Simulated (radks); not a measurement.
Values are calculated unless marked as measured or tabulated.
Ionisation of the hafnium ion Hf31+, [Kr] 4d5, to Hf32+, [Kr] 4d4, under several functionals. Dirac Kohn-Sham, spin-unpolarised, spherical densities, finite nucleus; open shells fill j = l - 1/2 first; a radial shooting solver on a logarithmic mesh with Libxc functionals.

functional                                        E(Hf31+) (hartree)  Exc (hartree)  IE (eV)  -e(HOMO) (eV)  <r> HOMO (bohr)  IE error (eV)
exchange-only B88                                        -14593.7997      -261.6779   1244.4         1219.4           0.4530           -0.6
PBE                                                      -14594.9809      -262.8543   1246.3         1221.2           0.4530           +1.3
PBEsol                                                   -14590.4298      -258.2639   1246.2         1221.1           0.4529           +1.2
revPBE                                                   -14595.4306      -263.3107   1246.3         1221.2           0.4530           +1.3
PW91                                                     -14596.3565      -264.2426   1246.5         1221.4           0.4530           +1.5
LDA (Slater exchange, Perdew-Zunger correlation)         -14585.5313      -253.3188   1246.3         1221.2           0.4529           +1.3
LDA (Slater exchange, VWN5 correlation)                  -14585.5383      -253.3253   1246.3         1221.2           0.4529           +1.3
B86b exchange with PBE correlation                       -14596.1120      -263.9956   1246.4         1221.3           0.4530           +1.4
exchange-only PBE                                        -14592.5512      -260.4139   1244.3         1219.2           0.4532           -0.7

NIST Atomic Spectra Database: 1245 eV (theoretical). Closest: exchange-only B88. The Delta-SCF values span 2.24 eV, the total energies 10.83 hartree. The highest occupied level is 4d5/2. Spin polarisation and multiplet splitting are left out, so open shells lie too high by an amount that depends on their filling.

Beside tabulated values, note that spin-unpolarised runs miss the spin-polarisation part of the exchange energy of open shells.
